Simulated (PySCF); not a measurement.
Compound: C6H6F3 (doublet state).
Numbering: `[F:1][C:2]([F:3])([F:4])/[CH:5]=[C:6]1/[CH:7][CH2:8][CH2:9]1` (hydrogens: H10 on C5; H11 on C7; H12, H13 on C8; H14, H15 on C9)

Cartesian coordinates in Å at the GFN2-xTB level; atoms count from 1:
```
atom  x, y, z in Å
F1     3.3774   -0.6075   -0.6929
C2     2.2153    0.0266   -0.4846
F3     1.9956    0.7855   -1.5835
F4     2.4409    0.9140    0.5120
C5     1.1030   -0.9090   -0.1905
C6    -0.1556   -0.4409    0.0566
C7    -1.3801   -1.0241    0.3564
C8    -2.0906    0.2815    0.4376
C9    -0.7371    0.9532    0.1038
H10    1.3450   -1.9577   -0.1832
H11   -1.7069   -2.0379    0.4866
H12   -2.8780    0.4269   -0.3036
H13   -2.5008    0.5240    1.4191
H14   -0.7048    1.4870   -0.8431
H15   -0.3277    1.5863    0.8875
```

The hyperfine couplings belong to this conformer and change with its torsions.

Level of theory: PySCF, UKS B3LYP, pcH-1 on C F H, non-relativistic, mean-field spin-orbit, GIAO. Isolated species at its GFN2-xTB geometry, gas phase. A GFN2-xTB geometry isn't a minimum of the functional, and hyperfine couplings can be far from their values at a DFT geometry. Stability of the SCF solution: not tested. ⟨S²⟩ is 0.775 where a pure state has 0.75.

Principal values of hyperfine tensors in MHz (contact and dipolar terms together), for some of the nuclei:

| atom | isotope | A1 | A2 | A3 | alike by the symmetry of this geometry |
| --- | --- | --- | --- | --- | --- |
| F3 | 19F | 34.63 | 36.74 | 152.32 | F4 |
| C7 | 13C | 8.01 | 9.81 | 162.92 | none |
| C5 | 13C | 1.65 | 2.85 | 147.53 | none |
| C6 | 13C | -74.51 | -38.42 | -29.95 | none |
| H11 | 1H | -63.32 | -41.78 | -15.80 | none |
| H10 | 1H | -60.09 | -40.88 | -16.86 | none |
| C2 | 13C | -27.98 | -25.36 | -24.64 | none |
| C8 | 13C | -25.81 | -22.74 | -22.66 | none |

Problem. Split each tensor into its isotropic and traceless parts, and turn a_iso into mT with g = 2.0025.

Solution. a_iso is a third of the trace, T = A − a_iso, and a(mT) = a(MHz)/(g × 13.996).

```csv
atom,a_iso (MHz),a_iso (mT),T1,T2,T3
F3,74.56,2.660,-39.94,-37.82,77.76
C7,60.25,2.150,-52.23,-50.44,102.67
C5,50.67,1.808,-49.03,-47.83,96.85
C6,-47.63,-1.699,-26.89,9.21,17.68
H11,-40.30,-1.438,-23.02,-1.48,24.50
H10,-39.28,-1.401,-20.81,-1.60,22.41
C2,-25.99,-0.927,-1.99,0.63,1.35
C8,-23.73,-0.847,-2.08,1.00,1.08
```

Problem. What spin density at the nucleus of C5 lies behind its contact coupling (g_N = 1.40482)?

Solution. a_FC = (2μ0/3) gₑ μB g_N μN ρ(0)/(2S·h) = 800.24 MHz × g_N × ρ(0)/(2S), with ρ in bohr⁻³. With a_FC = 50.67 MHz and 2S = 1, ρ(0) = 0.04508 bohr⁻³.

Problem. H13 (1H, g_N = 5.58569) isn't in the table. Its spin density at the nucleus is 0.01811 bohr⁻³. What is its contact coupling?

Solution. By the same relation, a_FC = 80.9 MHz. Its full tensor has the principal values 77.76, 78.50, 86.59 MHz.

Problem. Which nucleus of the table has the largest anisotropic coupling, and what is its form?

Solution. C7: -52.2, -50.4, 102.7 MHz, axial, in the ratio −1:−1:+2, the form that spin in one p orbital centred on that nucleus gives.

Problem. In a single crystal, with the field along each principal axis of the tensor of C5 in turn, what first-order splitting does this nucleus give (isotropic g, quadrupole terms neglected)?

Solution. 2 lines (I = 1/2), spaced by |A_i|/(g × 13.996): 0.06, 0.10, 5.26 mT along the axes of A1, A2 and A3.
